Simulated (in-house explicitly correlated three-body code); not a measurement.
Computed with an exponentially correlated three-body code. Model: two electrons around a point charge, non-relativistic, variational in 260 exponentially correlated functions (energies converged to about 1e-7 hartree, or 1e-8 relative for large Z).

For two electrons in a singlet the Kohn-Sham orbital is the square root of half the density, so the exact Kohn-Sham potential and energy parts follow from the density alone, and exchange is minus half the Hartree energy. The Kohn-Sham level equals minus the binding energy of the second electron.

Command:
```bash
python run_hyl.py task.json out
```
Settings (lengths in bohr, energies in hartree):
```
Z                      1.295
interaction_strength   1
functions              260
states_tried           13
```

Cost of the run: 39 s on 1 thread of Intel(R) Xeon(R) Platinum 8259CL CPU @ 2.50GHz (Skylake/Cascade Lake), on a shared host.

**Converged states only, values per electron or pair.**

Given: nuclear charge 1.295.

```csv
term,mean r (bohr),mean r squared (bohr²),mean inverse r (1/bohr),mean r12 (bohr),mean inverse r12 (1/bohr),mean cosine,mean p1 dot p2 (bohr⁻²),delta r1 (bohr⁻³),delta r12 (bohr⁻³)
1 1S,1.6805,4.0821,0.98328,2.6451,0.50662,-0.093241,0.069986,0.40948,0.013635
2 3S,5.8148,66.915,0.70919,10.568,0.1169,-0.013471,0.0012886,0.34845,-
2 1S,?,?,?,?,?,?,?,?,?
2 3P,8.6935,160.25,0.68621,16.288,0.077818,-0.0082313,-0.0016325,0.34518,-
2 1P,9.0239,172.05,0.68443,16.943,0.073802,-0.0056399,0.0011056,0.34558,4.8686e-06
3 3S,15.657,521.69,0.6702,30.188,0.044073,-0.0028356,0.00026615,0.34623,-
3 3P,21.21,984.16,0.66449,41.286,0.034106,-0.0024555,-0.00054963,0.3455,-
3 1P,21.728,1031.2,0.66389,42.32,0.032753,-0.0016225,0.00037535,0.34562,1.6853e-06
4 3S,?,?,?,?,?,?,?,?,-
4 3P,38.82,3321.9,0.65698,76.494,0.019011,-0.0010278,-0.00024042,0.34558,-
```

What belongs in the row 2 1S?

mean r (bohr): 7.44; mean r squared (bohr²): 111.67; mean inverse r (1/bohr): 0.69574; mean r12 (bohr): 13.791; mean inverse r12 (1/bohr): 0.092156; mean cosine: -0.0087674; mean p1 dot p2 (bohr⁻²): 0.0017843; delta r1 (bohr⁻³): 0.34768; delta r12 (bohr⁻³): 0.00037303.

What belongs in the row 4 3S?

mean r (bohr): 30.587; mean r squared (bohr²): 2033.8; mean inverse r (1/bohr): 0.65921; mean r12 (bohr): 60.032; mean inverse r12 (1/bohr): 0.022944; mean cosine: -0.0010157; mean p1 dot p2 (bohr⁻²): 9.4352e-05; delta r1 (bohr⁻³): 0.34585.

**Electric-dipole lines between converged S and P states, rate of the upper state's decay.**

```json
{"s state": "1 1S", "p state": "2 1P", "p minus s (eV)": "4.6425", "oscillator strength from s": "0.049463", "rate (1/s)": "1.542e+07"}
{"s state": "1 1S", "p state": "3 1P", "p minus s (eV)": "4.8078", "oscillator strength from s": "0.01539", "rate (1/s)": "5.1454e+06"}
{"s state": "2 1S", "p state": "2 1P", "p minus s (eV)": "0.14896", "oscillator strength from s": "0.77521", "rate (1/s)": "248800"}
{"s state": "2 1S", "p state": "3 1P", "p minus s (eV)": "0.31423", "oscillator strength from s": "0.0038187", "rate (1/s)": "5453.6"}
{"s state": "2 3S", "p state": "2 3P", "p minus s (eV)": "0.27826", "oscillator strength from s": "0.87313", "rate (1/s)": "977850"}
{"s state": "2 3S", "p state": "3 3P", "p minus s (eV)": "0.4489", "oscillator strength from s": "0.018887", "rate (1/s)": "55047"}
{"s state": "2 3S", "p state": "4 3P", "p minus s (eV)": "0.50817", "oscillator strength from s": "0.0031635", "rate (1/s)": "11816"}
{"s state": "3 3S", "p state": "2 3P", "p minus s (eV)": "?", "oscillator strength from s": "?", "rate (1/s)": "?"}
{"s state": "3 3S", "p state": "3 3P", "p minus s (eV)": "0.065642", "oscillator strength from s": "1.3502", "rate (1/s)": "84148"}
{"s state": "3 3S", "p state": "4 3P", "p minus s (eV)": "0.12492", "oscillator strength from s": "0.0508", "rate (1/s)": "11466"}
{"s state": "4 3S", "p state": "2 3P", "p minus s (eV)": "?", "oscillator strength from s": "?", "rate (1/s)": "?"}
{"s state": "4 3S", "p state": "3 3P", "p minus s (eV)": "-0.034171", "oscillator strength from s": "-0.89756", "rate (1/s)": "45476"}
{"s state": "4 3S", "p state": "4 3P", "p minus s (eV)": "0.025107", "oscillator strength from s": "1.7831", "rate (1/s)": "16258"}
```

What belongs in the row 3 3S 2 3P?

p minus s (eV): -0.10499; oscillator strength from s: -0.45817; rate (1/s): 219160.

What belongs in the row 4 3S 2 3P?

p minus s (eV): -0.20481; oscillator strength from s: -0.028651; rate (1/s): 52148.

**Exact Kohn-Sham parts of the ground state from its density.**

Computed: total energy -1.02003876 hartree; Hartree energy 1.1579 hartree; exchange energy -0.57897 hartree; DFT correlation energy -0.040536 hartree; kinetic part of the DFT correlation energy 0.031811 hartree; exact minus restricted Hartree-Fock -0.040143 hartree; Kohn-Sham level -4.9396 eV; restricted Hartree-Fock level -5.4005 eV.

What is the Kohn-Sham kinetic?

0.98823 hartree.

What is the potential part of the DFT correlation energy?

-0.072347 hartree.

**Functionals on the exact density and self-consistent, errors are functional minus exact, hybrids only self-consistent, a dash where a self-consistent run leaves the top level unbound.**

```json
{"result": "TPSS", "exchange error (millihartree)": "-6.846", "correlation error (millihartree)": "2.7193", "functional driven error (millihartree)": "-4.1268", "density driven error (millihartree)": "-0.27546", "self consistent total error (millihartree)": "-4.4022", "top level plus exact binding (eV)": "4.1068"}
{"result": "PBEsol", "exchange error (millihartree)": "26.837", "correlation error (millihartree)": "-4.7158", "functional driven error (millihartree)": "22.121", "density driven error (millihartree)": "-0.69199", "self consistent total error (millihartree)": "21.429", "top level plus exact binding (eV)": "4.3294"}
{"result": "RPBE", "exchange error (millihartree)": "-10.867", "correlation error (millihartree)": "4.0907", "functional driven error (millihartree)": "-6.7759", "density driven error (millihartree)": "-0.8507", "self consistent total error (millihartree)": "-7.6266", "top level plus exact binding (eV)": "4.2356"}
{"result": "r2SCAN", "exchange error (millihartree)": "?", "correlation error (millihartree)": "?", "functional driven error (millihartree)": "?", "density driven error (millihartree)": "?", "self consistent total error (millihartree)": "?", "top level plus exact binding (eV)": "?"}
{"result": "B3LYP VWN-RPA", "exchange error (millihartree)": "-", "correlation error (millihartree)": "-", "functional driven error (millihartree)": "-", "density driven error (millihartree)": "-", "self consistent total error (millihartree)": "-11.519", "top level plus exact binding (eV)": "3.1069"}
{"result": "LDA VWN5", "exchange error (millihartree)": "76.269", "correlation error (millihartree)": "-47.638", "functional driven error (millihartree)": "28.631", "density driven error (millihartree)": "-1.0611", "self consistent total error (millihartree)": "27.57", "top level plus exact binding (eV)": "4.2128"}
{"result": "OLYP", "exchange error (millihartree)": "-6.1926", "correlation error (millihartree)": "3.8695", "functional driven error (millihartree)": "-2.3231", "density driven error (millihartree)": "-1.2402", "self consistent total error (millihartree)": "-3.5633", "top level plus exact binding (eV)": "4.3225"}
{"result": "PBE", "exchange error (millihartree)": "-0.46481", "correlation error (millihartree)": "4.0907", "functional driven error (millihartree)": "3.6259", "density driven error (millihartree)": "-0.65856", "self consistent total error (millihartree)": "2.9673", "top level plus exact binding (eV)": "4.2522"}
{"result": "PBE0", "exchange error (millihartree)": "-", "correlation error (millihartree)": "-", "functional driven error (millihartree)": "-", "density driven error (millihartree)": "-", "self consistent total error (millihartree)": "?", "top level plus exact binding (eV)": "?"}
{"result": "SCAN", "exchange error (millihartree)": "-6.9502", "correlation error (millihartree)": "6.6634", "functional driven error (millihartree)": "-0.2868", "density driven error (millihartree)": "-0.15731", "self consistent total error (millihartree)": "-0.44411", "top level plus exact binding (eV)": "3.9823"}
```

What belongs in the row r2SCAN?

exchange error (millihartree): -6.9502; correlation error (millihartree): 6.6634; functional driven error (millihartree): -0.2868; density driven error (millihartree): -0.15731; self consistent total error (millihartree): -0.44411; top level plus exact binding (eV): 3.9823.

What belongs in the row PBE0?

self consistent total error (millihartree): 3.6339; top level plus exact binding (eV): 2.9886.

The density-driven part is never positive, since each functional's own density lowers its energy. Here it is small beside the functional-driven part (median ratio 0.15), the normal case. The correlation energy of density-functional theory lies 0.39 millihartree below exact minus Hartree-Fock, because the Hartree-Fock density, unlike the exact one, minimises the Hartree-Fock energy.
